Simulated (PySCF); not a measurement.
A structure optimised at PBE-D3(BJ)/def2-SVP, used in a PySCF frequency run:

```xyz
11

O     -1.8680    -0.7047     1.1536
Si    -0.4073     0.0302     0.8280
F     -0.6815     1.5806     1.2585
N      0.0100    -0.1270    -0.8463
Si     1.6032    -0.3475    -1.5615
H     -1.9614    -1.5997     0.7854
H      0.7477    -0.4634     1.6326
H     -0.7501     0.0810    -1.5052
H      1.5815    -1.4653    -2.5706
H      2.1056     0.8882    -2.2618
H      2.5404    -0.6976    -0.4424
```
Charge 0, spin multiplicity 1.

Problem. Write its SMILES and formula.

Solution. O[Si@H](F)N[SiH3], FH₆NOSi₂

Problem. What are its rotational constants (standard atomic weights)?

Solution. 6.1720, 1.5554, 1.3444 GHz
